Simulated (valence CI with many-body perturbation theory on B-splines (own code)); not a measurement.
# Hf41+: fill in the table

Level of theory: relativistic CI+MBPT: three valence electrons over a frozen Dirac-Fock core [Ar] 3d10, radial functions for each j: 11 s, 11 p, 9 d, 7 f, 5 g, 2 h, 1 i, with the one-electron correlation potential Σ1 (screened to all orders), the two-electron term Σ2, the three-electron term Σ3, Breit, model QED; selected single and double excitations, second order for the rest (own B-spline code, finite nucleus).

No measured spectrum was set against this ion. As an estimate, large intervals hold to a few tenths of a per cent, small ones and those within an open d or f shell to about a per cent.

```
                     Level  E (cm⁻¹)
        (4s^2 4p1/2) J=1/2         0
        (4s^2 4p3/2) J=3/2         ?
        (4s 4p1/2^2) J=1/2    739420
(4s 4p1/2 4p3/2) J=3/2 [a]         ?
    (4s 4p1/2 4p3/2) J=5/2   1387500
(4s 4p1/2 4p3/2) J=3/2 [b]   1479400
    (4s 4p1/2 4p3/2) J=1/2   1500400
        (4s^2 4d3/2) J=3/2   1920500
        (4s 4p3/2^2) J=5/2   1992200
        (4s^2 4d5/2) J=5/2   2121700
        (4s 4p3/2^2) J=1/2   2184200
        (4s 4p3/2^2) J=3/2         ?
     (4p1/2^2 4p3/2) J=3/2   2223300
(4s 4p1/2 4d3/2) J=3/2 [a]   2504400
    (4s 4p1/2 4d3/2) J=5/2         ?
    (4s 4p1/2 4d3/2) J=1/2   2658700
(4s 4p1/2 4d3/2) J=3/2 [b]   2664900
(4s 4p1/2 4d5/2) J=5/2 [a]         ?
    (4s 4p1/2 4d5/2) J=7/2         ?
    (4s 4p1/2 4d5/2) J=3/2   2771000
```

Levels are named by their leading jj configuration (3d3/2^4 stands for four electrons in 3d with j = 3/2), which in mixed levels can hold well under half, so a name can repeat and another be missing. Letters in brackets count levels of one name in rising energy.

Task: The levels stand in rising order. What does the calculation give for the missing energies?

Result: (4s^2 4p3/2) J=3/2 683850; (4s 4p1/2 4p3/2) J=3/2 [a] 1323200; (4s 4p3/2^2) J=3/2 2214100; (4s 4p1/2 4d3/2) J=5/2 2556300; (4s 4p1/2 4d5/2) J=5/2 [a] 2708800; (4s 4p1/2 4d5/2) J=7/2 2748200.
